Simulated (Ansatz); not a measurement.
Molecule: C4H5S, charge -1, multiplicity 1. It need not be the lowest isomer of its formula. Whether it binds its extra electron was not tested at this geometry. 
Coordinates optimised at B3LYP-D3(BJ)/def2-TZVP (Ansatz, an electronic-structure program):
```
C
C 1 1.3844
H 1 1.0858 2 123.25
H 2 1.0894 1 121.30 3 17.60
C 2 1.3959 4 119.87 1 -179.96
H 5 1.0846 2 122.86 4 32.73
C 1 1.5105 3 119.75 2 -151.35
H 7 1.0956 1 115.28 3 -62.89
H 7 1.1103 8 106.92 1 -127.09
S 5 1.8207 6 115.11 2 -133.11
```
Charge -1, spin multiplicity 1.

Basis-set convergence of Hartree-Fock and MP2 correlation energies (hartree) with Ansatz. Valence correlation only, unless marked. No spin-orbit coupling. No relativistic terms. This anion needs diffuse functions, which these sets lack.

```csv
basis,functions,E(HF),"E(corr, MP2)"
cc-pV(D+d)Z,104,-551.82760,-0.68920
cc-pV(T+d)Z,229,(withheld),(withheld)
```

Question: What belongs in the gaps?

Answer: 
- cc-pV(T+d)Z, E(HF): -551.88955
- cc-pV(T+d)Z, E(corr, MP2): -0.85235
